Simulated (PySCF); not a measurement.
PySCF 2.14 output of an unrestricted LDA calculation on a single atom or ion in aug-cc-pwCVQZ (9s8p6d4f2g, 109 functions), with no relativity, point nucleus:

```
SCF conv_tol = 1e-09
number electrons alpha = 5  beta = 4
    P. A. M. Dirac.,  Math. Proc. Cambridge Philos. Soc. 26, 376 (1930)
    F. Bloch.,  Z. Phys. 57, 545 (1929)
    S. H. Vosko, L. Wilk, and M. Nusair.,  Can. J. Phys. 58, 1200 (1980)
cycle= 1 E= -74.5879101986151  delta_E= -0.00056  |g|= 0.185  |ddm|= 0.784
cycle= 2 E= -74.5039688479745  delta_E= 0.0839  |g|= 0.501  |ddm|= 0.783
cycle= 3 E= -74.6032317251716  delta_E= -0.0993  |g|= 0.0683  |ddm|= 0.499
cycle= 4 E= -74.6057147430728  delta_E= -0.00248  |g|= 0.00556  |ddm|= 0.0925
cycle= 5 E= -74.6057298102516  delta_E= -1.51e-05  |g|= 0.000582  |ddm|= 0.00696
cycle= 6 E= -74.6057301232374  delta_E= -3.13e-07  |g|= 0.000267  |ddm|= 0.00217
cycle= 7 E= -74.6057301552416  delta_E= -3.2e-08  |g|= 2.69e-05  |ddm|= 0.00027
cycle= 8 E= -74.6057301555777  delta_E= -3.36e-10  |g|= 1.07e-06  |ddm|= 2.91e-05
converged SCF energy = -74.6057301555777  <S^2> = 0.75934096  2S+1 = 2.0093192
```

The run itself started from symmetry-adapted Hartree-Fock orbitals and held the occupation by maximum overlap, on a logarithmic radial grid, so the iterations belong to that start.

Which element, charge and spin multiplicity is this?

O⁻ (oxygen, charge -1), multiplicity 2; the state was [He] 2s2 2p5, 2P determinant.

At LDA the highest occupied level has a positive energy, so only the finite basis holds that electron; in a semilocal or global hybrid functional this comes from self-interaction and does not mean that the real anion is unbound.
